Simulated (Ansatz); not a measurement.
C2H4AlBZn. The species carries charge 0 and has multiplicity 1. The bonds changed during the relaxation, so this is another structure than the one it started from. Geometry: relaxed with PBE0-D4/def2-TZVP.

```xyz
9

B     0.271   -1.039   -0.091
C     0.199   -0.138    1.083
C     0.034    0.866    1.829
Zn   -0.523    1.989    0.146
Al   -0.329    0.293   -1.676
H    -0.636   -1.815   -0.313
H     1.346   -1.273   -0.606
H     0.100    1.177    2.855
H    -0.462   -0.060   -3.226
```

**Question.** What is the dipole moment at B3LYP/def2-TZVPP? (Estimate.)

**Answer.** The calculation gave: 2.30 D, with components (-0.62, 2.21, -0.08) D in this frame, pointing from negative to positive charge.

**Question.** And with PBE, r2SCAN, ωB97M-V? (Estimate.)

**Answer.** Computed: PBE 2.10 D, r2SCAN 2.08 D, ωB97M-V 2.55 D.

**Question.** Give the Mulliken charges with B3LYP, PBE, ωB97M-V in def2-TZVPP. (An estimate is asked.)

**Answer.** The calculation gave: 
```
atom  B3LYP    PBE  ωB97M-V
  B1  -0.29  -0.32    -0.48
  C2   0.11   0.12     0.09
  C3  -0.22  -0.17    -0.22
 Zn4  -0.05  -0.07     0.00
 Al5   0.39   0.35     0.39
  H6   0.02   0.02     0.08
  H7   0.02   0.02     0.08
  H8   0.15   0.12     0.15
  H9  -0.11  -0.09    -0.08
```

B3LYP here is the variant with VWN-RPA as its local correlation; programs differ in this.
